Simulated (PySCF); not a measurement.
One of the candidates below gave these computed data.

All candidates are C5H8F3N.

* UV, strongest line: among the 6 lowest singlet transitions: S6 at 7.70 eV (161 nm, f = 0.019) [TDDFT PBE0/def2-SVPD]
* Dipole: 1.49 D [PBE0/def2-SVPD]
* 1H NMR: chemical shifts (computed TMS as zero) by class: 3.34 (2 H), 1.91 (1 H), 0.59 (2 H), 0.26 (2 H), 0.05 (1 H) ppm [GIAO PBE0/pcSseg-1]
* Triplet: lowest triplet excitation (Tamm–Dancoff): 5.95 eV [TDA PBE0/def2-SVPD]
* NMR, other nuclei: isotropic shieldings of nuclei other than C and H, by class: 215 (1 N), 257 (3 F) ppm [GIAO PBE0/pcSseg-1]
* Rotational structure: rotational constants A, B, C: 3.353, 1.028, 0.953 GHz [GFN2-xTB]
* 13C NMR: chemical shifts (computed TMS as zero) by class: 134.8 (1 C), 56.4 (1 C), 35.2 (1 C), 8.1 (2 C) ppm [GIAO PBE0/pcSseg-1]
* Polarisability: 68.4 au [PBE0/def2-SVPD]

Gas-phase values; electronic properties from PySCF, density fitting. Levels stand in brackets. Isolated species at its GFN2-xTB geometry (one conformer only). NMR classes are plain means over equivalent atoms (diastereotopic ones count apart unless rotation or inversion swaps them), as if these changed places fast.

**Question.** Which candidate is it?
A. `CC(C)(N)C(F)=C(F)F`
B. `FC(F)(F)CNC1CC1`
C. `CN[C@H](C)C(F)=C(F)F`
D. `[H]/N=C(\CCC)C(F)(F)F`

**Answer.** B. It is `FC(F)(F)CNC1CC1`. Numbering: `[F:1][C:2]([F:3])([F:4])[CH2:5][NH:6][CH:7]1[CH2:8][CH2:9]1`. Its formula, C5H8F3N, gives 1 degree of unsaturation: 1 ring and 0 π bonds in the structure found. 5 carbons fall into 4 classes; from least to most shielded: CF3 carbon [C2] (134.8 ppm), chain sp3 carbon bound to nitrogen [C5] (56.4 ppm), ring sp3 carbon bound to nitrogen [C7] (35.2 ppm), three-membered-ring carbon [C8/C9] (8.1 ppm, 2 C, up to 4.9 ppm apart in this geometry). Hydrogen classes from least to most shielded: 2 H on an sp3 carbon bound to nitrogen, C5 (3.34 ppm), 1 H on an sp3 carbon bound to nitrogen, C7 (1.91 ppm), 2 H on 2 three-membered-ring carbons, C8/C9 (0.59 ppm), 2 H on 2 three-membered-ring carbons, C8/C9 (0.26 ppm), 1 H on a secondary amine nitrogen, N6 (0.05 ppm). The other shieldings belong to: 215 ppm, secondary amine nitrogen [N6]; 257 ppm, fluorine of a CF3 group [F1/F3/F4]. The optimised geometry has point group C1 and is an asymmetric top.

The others, at the same levels:
- `CN[C@H](C)C(F)=C(F)F` fails: it has 5 carbon classes against 4; its computed 13C shifts are 167.2 (1 C), 136.2 (1 C), 56.8 (1 C), 36.4 (1 C), 20.6 (1 C) ppm, 1H shifts are 3.32 (1 H), 2.59 (3 H), 1.44 (3 H), 0.42 (1 H) ppm and rotational constant A is 2.084 GHz (against 3.353 GHz).
- `CC(C)(N)C(F)=C(F)F` fails: its computed 13C shifts are 167.1 (1 C), 144.3 (1 C), 53.8 (1 C), 30.9 (2 C) ppm, 1H shifts are 1.43 (6 H), 1.06 (2 H) ppm and lowest triplet excitation (Tamm–Dancoff) is 4.57 eV (against 5.95 eV).
- `[H]/N=C(\CCC)C(F)(F)F` fails: it has 5 carbon classes against 4; its computed 13C shifts are 174.9 (1 C), 129.8 (1 C), 37.9 (1 C), 19.7 (1 C), 15.5 (1 C) ppm, 1H shifts are 11.70 (1 H), 2.45 (2 H), 1.35 (2 H), 1.18 (3 H) ppm and lowest triplet excitation (Tamm–Dancoff) is 4.29 eV (against 5.95 eV).

Each candidate is one conformer, not necessarily the lowest. Dipoles, sizes and rotational constants follow the conformer. The torsions of the flexible species, by atom-mapped SMILES:
- `[F:1][C:2]([F:3])([F:4])[CH2:5][NH:6][CH:7]1[CH2:8][CH2:9]1`: F1–C2–C5–N6 76°, C2–C5–N6–C7 -65°, C5–N6–C7–C8 164°
- `[CH3:1][NH:2][C@H:3]([CH3:4])[C:5]([F:6])=[C:7]([F:8])[F:9]`: C1–N2–C3–C4 -173°, N2–C3–C5–F6 64°
- `[CH3:1][C:2]([CH3:3])([NH2:4])[C:5]([F:6])=[C:7]([F:8])[F:9]`: C1–C2–C5–F6 -60°, H–N4–C2–C1 60°, H–N4–C2–C1 -60°
- `[H]/[N:5]=[C:4](\[CH2:3][CH2:2][CH3:1])[C:6]([F:7])([F:8])[F:9]`: C1–C2–C3–C4 -179°, C2–C3–C4–N5 -3°, C3–C4–C6–F7 176°
